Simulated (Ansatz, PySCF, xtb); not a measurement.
Dimer: CH4 (SMILES C) (first 5 atoms) with C2H6O (SMILES COC); geometry from B3LYP-D3(BJ)/def2-TZVP, rigid monomers moved along the line of their centres of mass till H5···O7 is 2.94 Å.
(charge 0, multiplicity 1):
```xyz
14

C      0.100     0.048    -0.377
H      1.147     0.285    -0.565
H     -0.509     0.434    -1.193
H     -0.019    -1.034    -0.320
H     -0.214     0.501     0.563
C      1.088     0.227     3.648
O     -0.297     0.452     3.503
C     -1.052    -0.732     3.634
H      1.463    -0.464     2.882
H      1.324    -0.187     4.637
H      1.588     1.188     3.536
H     -0.774    -1.470     2.871
H     -2.100    -0.466     3.507
H     -0.914    -1.186     4.624
```

Monomers are frozen at their geometry in the pair; levels with a basis set take the counterpoise correction.

Cores are frozen in the correlated methods. Rows in 6-31G* carry no dispersion term and start afresh at each structure (6-31G* with six Cartesian d functions).

Run with Ansatz (a program for electronic structure) with Gaussian orbitals; PySCF for 6-31G* rows; xtb for the GFN methods. Values without a source in brackets are computed.

Question: Estimate the interaction energy that GFN1-xTB returns for this input.

Answer: -0.8 kcal/mol
